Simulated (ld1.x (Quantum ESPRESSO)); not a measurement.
# PBE TM semilocal dataset for oxygen (O), scalar-relativistic all-electron reference.

| Property | Result |
| --- | --- |
| Element | oxygen |
| Generator | ld1.x (Quantum ESPRESSO) 7.5 |
| Type | norm-conserving Troullier–Martins (semilocal form) |
| Functional | PBE |
| Relativity | scalar-relativistic |
| Frozen core | [He] |
| Valence charge | 6 |
| Reference configuration | 2s2 2p2 (charge +2) |
| Partial waves | 2p (bound): rc 1.35 bohr; 2s (bound): rc 0.60 bohr |
| Local potential | the s channel |
| Core correction | none |

What the tests gave:

```json
{
  "Cutoffs needed": "200 Ry and over 300 Ry (the cutoffs (Ry, on a coarse ladder) from which the occupation-weighted sum of valence levels, in a spherical-Bessel basis at the reference potential, stays within 10 and 1 mRy of its value at 400 Ry)",
  "Ghost test": "no extra level below or beside the all-electron valence levels (p, s tested); the semilocal form is local in each channel, so this says nothing of the separable form that plane-wave codes build from it (spherical-Bessel basis up to 400 Ry, 20 bohr box)",
  "Largest excitation error": "+327 meV (all-electron minus pseudo) for 2s0 2p6, out of 7 test configurations"
}
```

Generation and tests took about 0.64 s on one core of a shared server CPU.
